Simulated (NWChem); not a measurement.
Molecule: CH₆BeO₂Si; SMILES C[O][Be][O][SiH3]

```xyz
11

Be    -0.5125     0.0823     0.3346
O     -1.6510     0.3452     1.0852
C     -2.7456     0.7126     1.8242
H     -2.5288     1.5896     2.4612
H     -3.6005     0.9765     1.1752
H     -3.0749    -0.1067     2.4886
O      0.6503    -0.1895    -0.4324
Si     2.0037    -0.4680    -1.3177
H      1.7289    -1.4706    -2.3928
H      3.0997    -0.9958    -0.4477
H      2.4797     0.7958    -1.9611
```
Atoms are numbered in this order, from 1.

Level: PBE0/def2-SVP (NWChem), optimised geometry, unscaled harmonic frequencies. 

Problem. List the harmonic frequencies with IR intensities, and the thermochemistry.

Solution. 
```csv
frequency (cm⁻¹),IR intensity (km/mol)
16,0.0
30,4.0
32,4.0
74,1.2
75,1.4
415,93.0
415,93.2
442,0.8
740,73.3
740,73.3
955,88.1
955,88.4
970,27.7
1004,559.4
1193,0.1
1195,0.2
1305,12.4
1476,5.4
1477,9.1
1477,154.2
1738,1318.5
2223,173.6
2224,174.2
2231,71.7
3008,108.4
3090,43.0
3092,42.1
```

```yaml
zero_point_energy: 46.6 kcal/mol
thermal correction to the enthalpy at 298.15 K (with zero-point energy): 52.4 kcal/mol
heat capacity Cv: 24.1 cal/(mol K)
entropy at 298.15 K and 1 atm (symmetry number 1): 95.6 cal/(mol K)
dipole_moment: 1.43 D
```

Rigid rotor and harmonic oscillator; modes under 100 cm⁻¹ make the entropy uncertain.
